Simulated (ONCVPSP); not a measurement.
**Cr, ONCV: configuration errors across variants**

chromium, optimised norm-conserving Vanderbilt (ONCV), made with ONCVPSP 4.0.1 (PBE, scalar-relativistic). Core [Ar], reference 3d5 4s1. Waves: 4s: rc 2.35 bohr, ncon 4, nbas 8, qcut 3 1/bohr, 3 projectors, debl 2.5 Ha; p scattering state at 0.11 Ha: rc 2.30 bohr, ncon 3, nbas 6, qcut 4.3 1/bohr, 2 projectors, debl 0.5 Ha; 3d: rc 1.20 bohr, ncon 5, nbas 9, qcut 14.2 1/bohr, 2 projectors, debl 3.6 Ha. Local part: polynomial inside 0.75 bohr (lpopt 5, dvloc0 1 Ha). Core correction: Teter function, fcfact 4.75, rcfact 1.65.

All-electron excitation energies from the reference (eV): (1) 3d5 4s0 6.902; (2) 3d4 4s0 22.954; (3) 3d4 4s2 -0.099.

1 further variants failed, have other tests or too few solved ones, and are left out.

A true bound ghost makes a file unfit for plane-wave use even where its test errors are small: the radial tests pick states by their node count and pass the ghost by.

Errors AE − PS in meV (a dash: test not solved or not reliable):

```tsv
change	(1)	(2)	(3)	bound ghosts	GHOST(+) flags above zero
base	-113	-354	-143	s, p	s
s: rc 3.46	–	–	–	p	s
core correction Teter function, fcfact 4.75, rcfact 1.28	-13	-21	-125	s, p	s
p: qcut 6.3	-113	-354	-143	s, p	s
local potential polynomial inside 0.75 bohr (lpopt 5, dvloc0 -1 Ha)	-113	-354	-143	s, p	s
```

Problem. Give the same row for: s: rc 2.98.

Solution. -113, -365, -129; bound ghosts: s, p; GHOST(+) flags above zero: s.
